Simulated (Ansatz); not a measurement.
Total energies of the cluster InAs2⁻ (the lowest singlet isomer of a short search) from Ansatz at PBE-D4/def2-TZVPD, gas phase (1 Eh = 27.2114 eV = 2625.5 kJ/mol). The reference geometry is relaxed at r2SCAN-D4/def2-TZVPD.

| atom | x (Å) | y (Å) | z (Å) |
| --- | --- | --- | --- |
| In1 | 0.991 | -0.398 | 1.283 |
| As2 | -0.255 | -0.794 | -1.136 |
| As3 | -0.737 | 1.192 | -0.147 |

```csv
state,geometry,energy (Eh)
charge -1 singlet,reference,-4661.34293
charge 0 doublet,reference,-4661.27634
charge -1 triplet,relaxed at r2SCAN-D4/def2-TZVPD,-4661.32739
charge -1 quintet,relaxed at r2SCAN-D4/def2-TZVPD,-4661.25066
```

In the def2 sets In takes a core potential; there is no spin–orbit coupling.

(1) Work out the vertical ionisation energy to the doublet.

(2) Which of the charge -1 states is lowest, and how far above it are the others?

(1) E(charge 0 doublet) − E(charge -1 singlet) = -4661.27634 − (-4661.34293) = 0.06659 Eh = 1.81 eV. For comparison, −ε of the highest occupied level is -0.51 eV at this level, 2.32 eV less.

(2) The singlet. triplet: -4661.32739 − (-4661.34293) = 0.01554 Eh = 40.8 kJ/mol; quintet: -4661.25066 − (-4661.34293) = 0.09227 Eh = 242.3 kJ/mol.

At PBE-D4/def2-TZVPD the highest occupied level of the charge -1 singlet lies above zero (up to 0.51 eV). By energy differences its removal costs 1.81 eV (vertical, to the charge 0 doublet, at PBE-D4/def2-TZVPD); a positive level beside a positive removal energy at the same level points to self-interaction error. At PBE-D4/def2-TZVPD the highest occupied level of the charge -1 triplet lies above zero (up to 1.01 eV). It is a level of α spin, whose loss leaves a doublet; that state wasn't run at this geometry and level. The electron is either unbound and held by the finite basis, or the level is raised by self-interaction error. At PBE-D4/def2-TZVPD the highest occupied level of the charge -1 quintet lies above zero (up to 1.44 eV). It is a level of α spin, whose loss leaves a quartet; that state wasn't run at this geometry and level. The electron is either unbound and held by the finite basis, or the level is raised by self-interaction error. 

The structure comes from a short search, and lower isomers may exist.
